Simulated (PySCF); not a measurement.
# Trend along group 14: MZn molecules

PBE0 with double-zeta basis sets in PySCF, for the lowest determinant that a PBE0 search found; no spin–orbit coupling. De refers to high-spin ground-configuration atoms. A positive dipole means M(−)Zn(+).

```
 M       basis  state (unpaired electrons)  Re (Å)  ωe (cm⁻¹)  De (eV)  μ (D)
 C  x2c-SVPall              triplet (π ↑↑)   1.981        476     1.17   2.89
Si   def2-SVPD              triplet (π ↑↑)   2.374        278     1.18   2.60
Ge     pcseg-1              triplet (π ↑↑)   2.468        187     0.81   2.94
Sn    def2-SVP              triplet (π ↑↑)   2.637        158     0.77   2.78
Pb    def2-SVP              triplet (π ↑↑)   2.707        139     0.70   2.44
```

The shortest bond is that of ZnC (1.981 Å), the longest that of ZnPb (2.707 Å).

The rows differ in basis set, which adds steps of its own.

Down a group the atoms grow and get heavier, so bonds lengthen and wavenumbers fall; this series shows no clear exception.

Spin–orbit coupling is left out, which matters for elements this heavy, above all for dissociation energies. States were picked by a PBE0 search and need not be the measured ground states.
